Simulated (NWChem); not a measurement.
System: CH$_{3}$AlFI; SMILES [CH3][Al]([F])[I]

Results from NWChem. Structure relaxed at the PBE0/def2-SVP level. def2 effective core potentials on I; no spin-orbit coupling. Level SCAN/def2-SVP: energy and gradient on several grids; changes count from the extra-fine grid, which is no exact limit either.

| grid | size of the energy change (μHa) | largest change of a gradient component (μHa/bohr) |
|---|---|---|
| xcoarse | 20000 | 2000 |
| coarse | 9000 | 2000 |
| medium | 3000 | 900 |
| fine | 2000 | 300 |
| xfine | < 10 | < 30 |
